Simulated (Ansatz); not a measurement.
Consider the ligand exchange at a W–C bond: `[CH3][W](=[O])(=[O])[OH]` + HCl → `[O]=[W](=[O])([OH])[Cl]` + CH₄.

Calculated with Ansatz (gas phase, PBE0-D4/def2-TZVP geometries, no zero-point term in ΔE). CBS: MP2 limit from def2 TZ/QZ plus the TZ coupled-cluster correction, frozen cores. This one scheme is used for every species. DFT in def2-TZVPP. def2 core potentials past Kr. For W outer-core shells are correlated without core-valence functions, which leaves a few kJ/mol of doubt a bond. One conformer a species, not always the lowest.

```csv
level,ΔE (eV)
revPBE-D4,-1.42
r2SCAN-D4,-1.48
PBE0-D4,-1.40
BHLYP,-1.42
CAM-B3LYP,-1.39
MP2/def2-TZVPP,-1.50
MP2/CBS(def2),-1.51
CCSD/CBS(def2),-1.31
```

Q: What does CCSD(T)/CBS give? (Estimate.)

A: Ansatz gave: -1.35 eV. The listed levels differ from it by -0.07, -0.13, -0.05, -0.07, -0.04, -0.15, -0.16, 0.04 eV.

Largest T1 diagnostic among the species: 0.023, so the coupled-cluster value is less sure than usual.

From BLYP to BHLYP (50 % exact exchange), in def2-TZVPP and without D4, ΔE moves by +0.03 eV. Leaving LDA and LC-ωPBE aside and taking each functional with its dispersion term where it has one, the values, not all of them listed here, spread over 0.16 eV, from B97M-V to ωB97M-V. LDA lies +0.06 eV from PBE without D4.
